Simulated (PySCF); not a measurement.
Vertical excitations of a molecule C4H8OSi from TDA-PBE/def2-SVPD run with PySCF, as energy in eV (oscillator strength): 5.19 (0.000), 5.48 (0.007), 5.60 (0.042), 5.83 (0.007), 5.94 (0.021), 6.47 (0.021), 6.57 (0.044), 6.71 (0.016), 6.91 (0.032), 7.01 (0.060). Lowest triplet (TDA): 4.10 eV. Geometry: B3LYP-D3(BJ)/def2-SVP. Other conformers were not sampled.

### Question
Pick the molecule that these values belong to.
A. C=C[Si@@H]1CCO1
B. [SiH3]CC1=CCO1
C. C=COC(=C)[SiH3]
D. CC1=C[C@H]([SiH3])O1

### Answer
D, CC1=C[C@H]([SiH3])O1
